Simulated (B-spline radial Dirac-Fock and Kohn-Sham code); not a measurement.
## Dipole and non-dipole photoemission parameters of Pm 4d5/2

System: atomic promethium, [Xe] 4f5 6s2; threshold 120.0 eV (tabulated edge). Method: Dirac-Hartree-Slater photoionisation with a Latter tail; cross sections with all multipoles, angular parameters from the dipole term and its interference with E2. Computed with a radial B-spline solver.

For linearly polarised light dσ/dΩ = σ/(4π) [1 + β P₂(cos θ) + (δ + γ cos²θ) sin θ cos φ], with θ from the polarisation vector and φ the angle between the beam and the projection of the electron momentum on the plane normal to the polarisation.

```tsv
hν (eV)	σ (kb)	β	γ	δ
132	1220	-0.165	0.002	0.001
150	638	1.246	0.000	-0.005
160	?	?	?	?
190	220	-0.367	-0.431	0.128
199	229	-0.768	-0.417	0.149
200	231	-0.797	-0.412	0.151
201	233	-0.823	-0.407	0.152
300	473	0.017	0.108	0.067
302	475	0.034	0.112	0.065
355	504	0.396	0.144	0.035
400	494	0.599	0.131	0.020
486	439	0.850	0.077	0.006
562	381	0.989	0.032	0.002
619	340	1.064	0.006	0.001
1253.6	100	1.332	0.020	0.019
1720	48.5	1.343	0.155	0.032
2280	23.8	1.315	0.328	0.047
2984.4	11.4	1.261	0.527	0.066
4000	4.86	1.180	0.769	0.094
6970	0.832	0.985	1.251	0.178
8047.8	0.512	0.930	1.376	0.208
8270	0.466	0.920	1.400	0.214
8940	0.356	0.890	1.466	0.233
9040	0.343	0.885	1.476	0.235
10400	0.209	0.830	1.591	0.273
10900	0.177	0.812	1.628	0.286
14000	0.0710	0.715	1.815	0.367
```

Problem. Give the values at 160 eV.

Solution. σ = 411 kb, β = 1.418, γ = -0.071, δ = 0.005.
